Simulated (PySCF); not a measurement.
Molecule: SMILES CC(=O)OC(C)=O, C₄H₆O₃.

Geometry (Å), atoms numbered from 1 in this order:
```xyz
13

C    -2.2929    0.3558    0.3392
C    -1.1886    0.1388   -0.6560
O    -1.3029    0.0907   -1.8381
O    -0.0007    0.0018    0.0280
C     1.2151   -0.2089   -0.5847
C     2.2745   -0.3095    0.4761
O     1.3797   -0.2936   -1.7588
H    -2.0826    1.2471    0.9252
H    -3.2372    0.4668   -0.1841
H    -2.3394   -0.4912    1.0193
H     3.2405   -0.4748    0.0097
H     2.0379   -1.1312    1.1479
H     2.2922    0.6086    1.0587
```

Frames of a GFN2-xTB Langevin trajectory at 600 K; GIAO PBE0/pcSseg-1 shieldings in PySCF, gas phase, non-relativistic; equivalent atoms averaged within each frame.

Referencing at the same level of theory: 13C (σ = 186.93 ppm), 1H (σ = 31.72 ppm) vs TMS; 17O (σ = 336.08 ppm) vs H2O. The references are static minima.

**Question.** How do the shifts (ppm) fluctuate along the trajectory?

**Answer.** 
| time (fs) | C2/C5 | C1/C6 | O3/O7 | O4 | H8/H9/H10/H11/H12/H13 |
| --- | --- | --- | --- | --- | --- |
| optimised geometry | 169.5 | 24.4 | 500.5 | 307.6 | 2.07 |
| 250 | 176.0 | 26.4 | 528.2 | 350.3 | 2.79 |
| 425 | 177.5 | 27.3 | 507.2 | 361.0 | 2.84 |
| 625 | 168.6 | 25.3 | 477.8 | 354.5 | 2.46 |
| 800 | 173.2 | 20.1 | 506.3 | 331.5 | 1.50 |
| 1000 | 162.3 | 23.3 | 455.6 | 293.3 | 1.79 |
| mean of frames | 171.5 | 24.5 | 495.0 | 338.1 | 2.28 |
| standard deviation | 6.2 | 2.9 | 28.4 | 27.4 | 0.60 |

5 frames give an uncertainty of the mean of about the standard deviation over 2.2 at best, since frames this close in time may not be independent; classical motion lacks zero-point vibration, and the reference would need the same averaging.
